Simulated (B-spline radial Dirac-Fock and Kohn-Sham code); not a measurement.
**Dipole and non-dipole photoemission parameters of Re⁴⁺ 3d3/2**

System: rhenium as Re⁴⁺ in the configuration [Xe] 4f14 5d3; threshold 2009.4 eV (orbital energy of the model). Level of theory: Dirac-Hartree-Slater photoionisation with a Latter tail; cross sections with all multipoles, angular parameters from the dipole term and its interference with E2; a radial finite-basis atomic code.

| hν (eV) | σ (kb) | β | γ | δ |
| --- | --- | --- | --- | --- |
| 2310 | 280 | 0.573 | -0.170 | -0.017 |
| 2984.4 | 142 | 1.013 | -0.162 | 0.027 |
| 6150 | 16.9 | 1.279 | 0.733 | 0.113 |
| 7910 | 7.50 | 1.248 | 1.112 | 0.144 |
| 8590 | ? | ? | ? | ? |
| 9560 | 4.00 | 1.202 | 1.391 | 0.172 |
| 9630 | 3.90 | 1.200 | 1.401 | 0.173 |
| 13300 | 1.29 | 1.093 | 1.858 | 0.236 |
| 14100 | 1.05 | 1.072 | 1.938 | 0.250 |
| 15000 | 0.842 | 1.048 | 2.020 | 0.265 |

Q: Give the values at 8590 eV.

A: σ = 5.71 kb, β = 1.230, γ = 1.235, δ = 0.155.

Values without a named source are computed, but for edge energies of neutral atoms, which are taken from tables.
